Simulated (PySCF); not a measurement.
A calculated (UHF, PySCF 2.14, x2c-TZVPall, the spin-free X2C one-electron Hamiltonian (Gaussian nucleus)) atom or ion has these occupied shells.

```csv
shell,electrons,orbital energy (eV),"rms radius, mean of both spins (bohr)"
1s α,1,-34759.7,0.0305
1s β,1,-34759.4,0.0305
2s α,1,-5539.8,0.124
2s β,1,-5539.7,0.124
2p α,3,-4971.4,0.111
2p β,3,-4971.1,0.111
3s α,1,-1203.6,0.326
3s β,1,-1203.3,0.326
3p α,3,-1015.1,0.326
3p β,3,-1014.7,0.326
3d α,5,-733.94,0.304
3d β,5,-733.76,0.304
4s α,1,-263.07,0.761
4s β,1,-262.19,0.761
4p α,3,-200.61,0.815
4p β,3,-199.61,0.815
4d α,5,-106.09,0.939
4d β,5,-105.41,0.939
5s α,1,-60.372,1.88
5s β,1,-51.557,1.88
5p α,3,-43.321,2.14
```

Q: Name the element and its charge.

A: Xe³⁺ (xenon, charge +3), in [Kr] 4d10 5s2 5p3, high-spin 4S determinant.
